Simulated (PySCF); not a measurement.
These compounds are isomers of formula C5H8O2.

A. delta-valerolactone (SMILES C1C(=O)OCCC1)
B. `InChI=1S/C5H8O2/c1-4(6)5(2)7-3/h2H2,1,3H3`
C. 2-methyl-3-butenoic acid (SMILES C=C[C@H](C)C(=O)O)

Spectrum 1. $^{1}$H NMR (300 MHz, computed): δ 5.93 (dt, J = 18.0, 11.1 Hz, 1H), 5.54 (br s, 1H), 5.52 (dd, J = 18.0, 1.9 Hz, 1H), 5.44 (dd, J = 11.1, 1.9 Hz, 1H), 2.89 (dq, J = 11.1, 7.6 Hz, 1H), 1.26 (d, J = 7.6 Hz, 3H). $^{13}$C{$^{1}$H} NMR (computed): δ 178.2 (C), 148.6 (CH), 125.3 (CH2), 47.1 (CH), 19.7 (CH3).

Spectrum 2. $^{1}$H NMR (300 MHz, computed): δ 4.19 (m, 2H), 2.25 (m, 2H), 1.61 (m, 2H), 1.47 (m, 2H). $^{13}$C{$^{1}$H} NMR (computed): δ 167.3 (C), 69.3 (CH2), 32.1 (CH2), 25.1 (CH2), 23.3 (CH2).

Spectrum 3. $^{1}$H NMR (300 MHz, computed): δ 5.58 (d, J = 1.5 Hz, 1H), 4.22 (d, J = 1.5 Hz, 1H), 3.52 (s, 3H), 2.20 (s, 3H). $^{13}$C{$^{1}$H} NMR (computed): δ 197.1 (C), 164.2 (C), 93.1 (CH2), 54.4 (CH3), 28.0 (CH3).

All values are calculated (PySCF 2.14.0 with density-fitted response routines): GIAO PBE0/pcSseg-1 shieldings, PBE0-D3(BJ)/def2-SVP geometry, J: B3LYP/pcJ-1 (spin–dipole term left out of most H,H and C,H couplings). Rapidly exchanging positions averaged, non-relativistic Hamiltonian, isolated molecule, single conformer.

δ = σ(ref) − σ, references computed at the same level: $^{1}$H (σref 31.27), $^{13}$C (σref 184.41) vs TMS. Multiplet labels drop J under 1 Hz and among equivalent protons, and merge close values. Unscaled 3J(H,H) run several per cent high. Vicinal couplings that depend on rotamer populations or ring flexing (ring, CH–CH, X–H and H–F types) are those of the one conformer. Acid and N–H amide carbonyl carbons lie up to 10 ppm further downfield in solution (hydrogen bonding). Shifts are as computed. Against solution values, carbons near 30 ppm lie about +2 ppm off and those near 130 ppm about +5 ppm. Of 1211 compounds with measured shifts, 218 miss one by over three times the rms of a fit or turn the order of signals round; such compounds aren't used in these exercises. OH and NH positions are gas-phase values without hydrogen bonding to other molecules.

Match each spectrum to its structure.

Results:

1–C, 2–A, 3–B.

- Spectrum 1 (C): 5 $^{13}$C signals; δC 178.2 is a carboxylic acid carbon; δC 148.6 is an alkene CH.
- Spectrum 2 (A): 5 $^{13}$C signals; δC 167.3 is an ester carbonyl carbon; δC 69.3 is an sp3 CH2 bonded to O.
- Spectrum 3 (B): 5 $^{13}$C signals; δC 197.1 is a ketone carbonyl carbon; δC 164.2 is an alkene carbon bearing oxygen.
